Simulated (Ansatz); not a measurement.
The same molecule with X = Si, Ge, Sn. Ansatz, PBE0-D4/def2-TZVP geometries, multiplicity 1. Each molecule was computed in one conformer, which needn't be the lowest.

Elements past krypton have def2 core potentials. Scalar relativity is left out up to krypton.

```
 X                molecule  mean X–H bond length / Å  mean X–N bond length / Å  mean X–O bond length / Å  size of the dipole moment (ωB97M-V/def2-TZVPP) / D  LUMO energy (ωB97M-V/def2-TZVPP) / eV  LUMO energy (B3LYP/def2-TZVPP) / eV
Ge  `[NH2][GeH]([OH])[SH]`                     1.535                     1.814                     1.773                                                1.19                                   1.98                                -0.05
Sn  `[NH2][SnH]([OH])[SH]`                     1.701                     2.007                     1.960                                                1.40                                   1.15                                -1.04
```

(1) Give the row for X = Si, `N[SiH](O)S`. (An estimate is asked.)

Answers

(1) Computed: 
| X | molecule | mean X–H bond length / Å | mean X–N bond length / Å | mean X–O bond length / Å | size of the dipole moment (ωB97M-V/def2-TZVPP) / D | LUMO energy (ωB97M-V/def2-TZVPP) / eV | LUMO energy (B3LYP/def2-TZVPP) / eV |
| --- | --- | --- | --- | --- | --- | --- | --- |
| Si | `N[SiH](O)S` | 1.483 | 1.696 | 1.644 | 1.07 | 2.12 | 0.15 |

From Si to Sn the mean X–H bond length rises at each step, by 0.218 Å in all; the mean X–N bond length rises at each step, by 0.311 Å in all; the mean X–O bond length rises at each step, by 0.316 Å in all; the LUMO energy (ωB97M-V/def2-TZVPP) falls at each step, by 0.97 eV in all; the LUMO energy (B3LYP/def2-TZVPP) falls at each step, by 1.19 eV in all. Bonds lengthen as the atom grows down the group. Dipoles are sizes alone, and their direction can turn along the series.

B3LYP here is the variant with VWN-RPA as its local correlation; programs differ in this.
